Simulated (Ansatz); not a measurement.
A made-up structure of ZnBNH4, closed shell:

```json
{"atom": "B1", "x (Å)": "-1.6392", "y (Å)": "-0.3537", "z (Å)": "0.9363"}
{"atom": "Zn2", "x (Å)": "0.0971", "y (Å)": "0.0173", "z (Å)": "-0.0584"}
{"atom": "N3", "x (Å)": "1.6436", "y (Å)": "0.3291", "z (Å)": "-0.9520"}
{"atom": "H4", "x (Å)": "1.0479", "y (Å)": "-1.1649", "z (Å)": "0.1395"}
{"atom": "H5", "x (Å)": "-2.7140", "y (Å)": "-0.0859", "z (Å)": "0.4773"}
{"atom": "H6", "x (Å)": "1.7090", "y (Å)": "0.7863", "z (Å)": "-1.8464"}
{"atom": "H7", "x (Å)": "2.5648", "y (Å)": "0.1604", "z (Å)": "-0.5828"}
```

It is relaxed with PBE-D4/def2-SVP and then PBE0-D4/def2-TZVP (Ansatz 0.2.0). Atoms count as bonded within 1.22 times the sum of their covalent radii (H–H: 0.88 Å). The end point is not checked to be a true minimum.

Q: Does its bonding change? (Judge from chemistry; the calculation decides.)

A: Computed: Yes. Formed: B1–H4; broken: Zn2–H4.

Where it ends: The first stage lowers the energy by 5.24 eV in 23 steps. It ends as ZnBNH₄ ([BH2][Zn][NH2]):
B1  (-1.126, -0.720, 0.702)
Zn2  (0.479, 0.000, -0.323)
N3  (1.911, 0.650, -1.224)
H4  (-1.044, -1.648, 1.457)
H5  (-2.223, -0.249, 0.591)
H6  (1.875, 1.398, -1.897)
H7  (2.837, 0.258, -1.192)
(Å)

Labels in which every atom is bracketed show which atoms are joined, not bond orders.

For scale, one of the runs: PBE0-D4/def2-TZVP relaxation, 134 basis functions, launched by `ansatz run in.yaml --threads 2 --pin off --events-out ev --progress --plain --max-ram 4352MiB`. Hardware: 2 CPU threads of an Arm Neoverse V2, shared host. Wall time about 14 s.
